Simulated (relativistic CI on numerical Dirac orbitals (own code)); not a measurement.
**Se29+: sensitivity of the levels to the model**

Base calculation: Dirac-Coulomb-Breit CI, orbitals from a KLI potential per configuration, model QED (radiative potential, 1s self-energy scaled to tabulated hydrogen-like ionisation energies), unscaled Slater integrals.

Configurations in the expansion (outside the closed core 1s2): 2s²2p, 2s2p², 2p³, 2p²3s, 2p²3p, 2p²3d, 2s²3s, 2s²3p, 2s²3d, 2s2p3s, 2s2p3p, 2s2p3d, 2s²4s, 2s²4p, 2s²4d, 2s²4f. Levels of other configurations are missing.

Variants: (1) only the first 3 configurations. Shifts of the energy above 2s²2p ²P°1/2, in cm⁻¹, for the lowest level and the first level of each name with at least 55 % of one term (blank where a level changes its place among those of its configuration and J or its character, or is not in the variant):

```tsv
Level	Base	Δ(1)
2s²2p ²P°1/2	0	0
2s²2p ²P°3/2	383504	+104
2s2p² ⁴P1/2	632036	-2197
2s2p² ⁴P3/2	863132	-2357
2s2p² ⁴P5/2	987859	-1559
2s2p² ²D3/2	1260073	+1743
2s2p² ²P1/2	1347801	+2332
2s2p² ²D5/2	1422064	+472
2s2p² ²S1/2	1757121	-327
2s2p² ²P3/2	1770333	+3672
2p³ ⁴S°3/2	2025870	-1451
2p³ ²D°3/2	2319326	-219
2p³ ²D°5/2	2408189	+1098
2p³ ²P°1/2	2601001	+309
```

At this charge energies of transitions that change n are usually good to better than 1 %, and those within a shell (Δn = 0) to a few per cent.

Ionisation energy from the two ground configurations alone: base 3305.3 eV. The NIST ASD value (semi-empirical) is 3301.8 eV.

LS names give the leading component of a level, which can be under half, so a name can repeat, a term be missing and a line seem to break the LS rules.
